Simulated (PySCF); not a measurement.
Fractional electron number in Sr²⁺ (strontium, charge +2)

The 4p beta orbital of [Kr] is emptied in steps (occupation f), with all orbitals relaxed, ending at [Ar] 3d10 4s2 4p5. All numbers are calculated (PySCF 2.14, scalar relativity through the core potential, in def2-SVP with the def2 core potential (28 electrons)). The exact energy is a straight line in f; departures are measured from the line between the end points of the same method.

```
   f  UHF (eV)  LDA (eV)  PBE (eV)  PBE0 (eV)  r2SCAN (eV)  LC-wPBE (eV)  BHandHLYP (eV)  wB97X (eV)  HSE06 (eV)  B3LYP (eV)
   1     0.000     0.000     0.000      0.000        0.000         0.000           0.000       0.000       0.000       0.000
0.75     0.104    -1.280    -1.257     -0.923       -1.180        -0.366          -0.586      -0.457      -1.001      -0.990
 0.5     0.134    -1.706    -1.669     -1.226       -1.544        -0.482          -0.783      -0.596      -1.330      -1.318
0.25     0.097    -1.278    -1.243     -0.914       -1.125        -0.353          -0.588      -0.441      -0.991      -0.985
   0     0.000     0.000     0.000      0.000        0.000         0.000           0.000       0.000       0.000       0.000
```

Task: For BHandHLYP, how does the orbital energy at f = 1 compare with the removal energy?

Result: −ε = 40.415 eV against a total-energy difference of 43.533 eV. By Janak's theorem ε = ∂E/∂f, so the gap between them reflects the curvature. Along the path −ε is 41.966 (f = 0.75), 43.528 (f = 0.5), 45.096 (f = 0.25) eV.

| method | E(f=0) − E(f=1) (eV) | −ε at f=1 (eV) | −ε at f=0.5 (eV) |
| --- | --- | --- | --- |
| UHF | 42.594 | 43.174 | 42.574 |
| LDA | 43.450 | 36.635 | 43.455 |
| PBE | 43.486 | 36.770 | 43.522 |
| PBE0 | 43.579 | 38.645 | 43.604 |
| r2SCAN | 43.713 | 37.345 | 43.861 |
| LC-wPBE | 43.626 | 41.659 | 43.659 |
| BHandHLYP | 43.533 | 40.415 | 43.528 |
| wB97X | 43.669 | 41.200 | 43.722 |
| HSE06 | 43.574 | 38.227 | 43.601 |
| B3LYP | 43.611 | 38.329 | 43.624 |

Reference removal energy between the ground levels: 42.884 eV (measured; NIST Atomic Spectra Database, ionization energies). The calculation has no spin-orbit coupling. UHF lacks correlation.
